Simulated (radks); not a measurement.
The numbers below are computed, except where a source is named.
The barium ion Ba+, [Xe] 6s1. Code: a radial shooting solver on a logarithmic mesh with Libxc functionals. Model: non-relativistic Kohn-Sham, LDA (Slater exchange, Perdew-Wang correlation), spin-polarised, spherical densities, point nucleus. Every spin shell is full or empty, so the densities are truly spherical. Functionals are evaluated on that one density, not self-consistently. Rank these exchange functionals by their error against the exact value of the orbitals, and give that value: LDA, B88, RPBE, OPTX, SOGGA, TPSS, MS2, MVS.

Answer. Exact: -188.882 hartree. From best to worst, with 100 (|E| - |E exact|)/|E exact| (equal figures are ties): B88 +0.03, MVS +0.04, RPBE -0.25, TPSS -0.33, MS2 -0.62, OPTX +1.34, SOGGA -2.19, LDA -4.64.
